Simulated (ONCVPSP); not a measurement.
**What the settings do to the ONCV potential of osmium (Os)**

Base potential:

```json
{
  "Element": "osmium (Os)",
  "Generator": "ONCVPSP 4.0.1",
  "Type": "optimised norm-conserving Vanderbilt (ONCV)",
  "Functional": "PBEsol",
  "Relativity": "fully relativistic",
  "Frozen core": "[Kr] 4d10 4f14",
  "Valence charge": "16",
  "Reference configuration": "5s2 5p6 5d6 6s0.5 (charge +1.5)",
  "Partial waves": "5s+6s: rc 1.50 bohr, ncon 4, nbas 8, qcut 7.7 1/bohr, 2 projectors; 5p: rc 1.90 bohr, ncon 4, nbas 9, qcut 7.8 1/bohr, 2 projectors, debl 1.3 Ha; 5d: rc 2.35 bohr, ncon 4, nbas 8, qcut 8 1/bohr, 2 projectors, debl 3.3 Ha",
  "Local potential": "polynomial inside 1.20 bohr (lpopt 4, dvloc0 0 Ha)",
  "Core correction": "none"
}
```

Open shells are filled in proportion to 2j + 1.

In the p channel the program set the typed energies aside and used -2.205, 0.250 Ha (j = l + 1/2; the other j can differ).

Cutoffs, loose and tight: the cutoffs (Ha) at which the residual kinetic energy of the hardest occupied pseudo-wave falls to 1 and 0.1 mHa per electron. They do not see the model core or the augmentation charge, which bear on the density cutoff. Test errors are all-electron minus pseudo excitation energies from the reference, over the configurations 5s2 5p6 5d6 6s2; 5s2 5p6 5d6 6s1; 5s2 5p6 5d6 6s0; 5s2 5p6 5d7 6s1. A dash means not determined; rows that change the core or the reference have their own tests.

A true bound ghost makes a file unfit for plane-wave use even where its test errors are small: the radial tests pick states by their node count and pass the ghost by.

| change | outcome | cutoff, loose | cutoff, tight | bound ghosts | GHOST(+) flags above zero | largest test error (meV) |
| --- | --- | --- | --- | --- | --- | --- |
| base | generated, projector energies reset by the program | 24 Ha | 27 Ha | none | s | -0.7 |
| p: rc 1.3 | generated, projector energies reset by the program | 28 Ha | 116 Ha | none | s | -0.6 |
| p: rc 1.6 | generated, projector energies reset by the program | 24 Ha | 27 Ha | none | s | -0.7 |
| p: rc 1.84 | generated, projector energies reset by the program | 24 Ha | 27 Ha | none | s | -0.7 |
| p: rc 2.1 | generated, projector energies reset by the program | 24 Ha | 27 Ha | none | s | -0.6 |
| p: rc 2.22 | generated, projector energies reset by the program | 24 Ha | 27 Ha | none | s | -0.6 |
| p: rc 2.5 | generated, projector energies reset by the program | 24 Ha | 27 Ha | none | s | -0.7 |
| p: rc 2.72 | generated, projector energies reset by the program | 24 Ha | 27 Ha | p1/2 | s | -0.7 |

Reading the sweep of the p radius (base included, trends over the rows without a ghost): The loose cutoff stays near 24 Ha. The median size of the test errors (rows with all tests solved) stays near 0.2 meV. Bound ghosts are found at 2.72 bohr.
